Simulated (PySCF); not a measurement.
A structure optimised at r2SCAN-D4/def2-SVP, used in a PySCF frequency run:

```xyz
8

Ti     0.0000     0.0000     0.3134
Cl     0.0000     0.0000    -1.9168
O     -1.6294     0.3917     0.9075
H     -1.9900     1.1950     1.3035
O      1.1539     1.2153     0.9075
H      2.0299     1.1259     1.3035
O      0.4755    -1.6069     0.9075
H     -0.0399    -2.3209     1.3035
```

### Question
Write its SMILES, formula and point group.

### Answer
[OH][Ti]([OH])([OH])[Cl], ClH3O3Ti, C3

### Question
What are its rotational constants (standard atomic weights)?

### Answer
3.3450, 1.9823, 1.9823 GHz
